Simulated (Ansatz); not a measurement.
C3H6Ge can be A, `C=C=[CH][GeH3]`, or B, `CC#[C][GeH3]`.

Gas-phase electronic energies from Ansatz, PBE0-D4/def2-TZVP geometries. CCSD(T)/CBS is the MP2 limit (def2-TZVPP, def2-QZVPP) plus CCSD(T) − MP2 in def2-TZVPP, frozen cores. DFT in def2-TZVPP. B3LYP here is the variant with VWN-RPA as its local correlation; programs differ in this. For Ge outer-core shells are correlated without core-valence functions, which leaves a few kJ/mol of doubt a bond. Scalar relativity is left out up to krypton.

(1) Which isomer does CCSD(T)/CBS put lower? Give the gap. (Best estimate.)

(2) Give E(B) − E(A) in kJ/mol with B3LYP-D4, PBE-D4, MP2/def2-TZVPP, B3LYP, r2SCAN-D4, HF/def2-TZVPP, ωB97M-V. (An estimate is asked.)

Largest T1 diagnostic: 0.012.

Answers

(1) Ansatz gave: B, by 25.6 kJ/mol.

(2) The calculation gave: B3LYP-D4 -10.9, PBE-D4 -5.2, MP2/def2-TZVPP -39.3, B3LYP -13.7, r2SCAN-D4 -9.9, HF/def2-TZVPP -33.1, ωB97M-V -18.6. None reverses the order clearly.

From PBE to PBE0 (25 % exact exchange), in def2-TZVPP and without D4, E(B) − E(A) moves by −6.6 kJ/mol.
